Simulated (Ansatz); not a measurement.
Reaction (formal exchange of groups at the Al–C bond): `[AlH2][C@H]1C[Si@@H]1S` + `OC(F)F` → `O[C](F)(F)[AlH2]` + `S[SiH]1CC1`

Program: Ansatz. Geometries: PBE0-D4/def2-TZVP. ΔE: electronic, gas phase. CBS: MP2 limit from def2 TZ/QZ plus the TZ coupled-cluster correction, frozen cores. One conformer a species, not always the lowest.

`[AlH2][C@H]1C[Si@@H]1S`:

Z-matrix (Å, degrees):
```
C
C 1 1.541
Si 1 1.876 2 64.0
Al 1 1.914 2 127.2 3 93.2
H 1 1.090 2 114.5 3 -102.4
H 2 1.086 1 116.7 3 -112.0
H 2 1.086 1 115.8 3 110.8
S 3 2.117 1 116.4 2 -110.1
H 3 1.480 1 118.8 2 105.0
H 4 1.586 1 118.9 2 179.8
H 4 1.589 1 119.1 2 -5.0
H 8 1.345 3 95.3 1 149.6
```

`OC(F)F`:

Z-matrix (Å, degrees):
```
C
F 1 1.355
F 1 1.355 2 105.7
O 1 1.346 2 111.4 3 -121.2
H 1 1.091 2 109.4 3 117.7
H 4 0.966 1 108.8 2 58.9
```

`O[C](F)(F)[AlH2]`:

```xyz
8

O     0.584    0.298   -1.359
C    -0.008   -0.455   -0.394
F     0.744   -1.587   -0.176
F    -1.202   -0.948   -0.872
Al   -0.222    0.692    1.255
H     0.697   -0.235   -2.161
H    -1.549    1.535    1.401
H     0.956    0.701    2.306
```

`S[SiH]1CC1`:

```xyz
10

S    -0.320   -0.200   -2.451
Si   -0.735   -0.023   -0.379
C     0.531   -0.505    0.870
C     0.422    1.017    0.604
H    -0.693   -1.488   -2.543
H    -2.165   -0.069   -0.010
H     0.206   -0.846    1.848
H     1.446   -0.983    0.537
H     1.272    1.474    0.107
H     0.035    1.623    1.416
```

```tsv
species	HF/def2-QZVPP energy (Eh)
`[AlH2][C@H]1C[Si@@H]1S`	-1008.26096
`OC(F)F`	-312.93733
`O[C](F)(F)[AlH2]`	-555.42288
`S[SiH]1CC1`	-765.75458
```

Q: Work out ΔE.

A: ΔE = (-555.42288) + (-765.75458) − (-1008.26096) − (-312.93733) = 0.02083 Eh = +54.7 kJ/mol. CCSD(T)/CBS gives +58.8 kJ/mol.

Largest T1 diagnostic among the species: 0.013.

The D4 term adds +4.7 kJ/mol with B3LYP and +2.7 kJ/mol with PBE0; it sums over pairs of atoms, weighted by their polarisabilities, and B3LYP, whose exchange is more repulsive, gets the larger term. In def2-TZVPP, CCSD(T) changes the Hartree–Fock value by +7.2 kJ/mol (the triples alone add +2.3 kJ/mol) and MP2 by +13.3 kJ/mol. Leaving LDA and LC-ωPBE aside and taking each functional with its dispersion term where it has one, the values, not all of them listed here, spread over 20.2 kJ/mol, from BLYP-D4 to PBE-QIDH. LDA lies +6.5 kJ/mol from PBE without D4.

B3LYP here is the variant with VWN-RPA as its local correlation; programs differ in this.
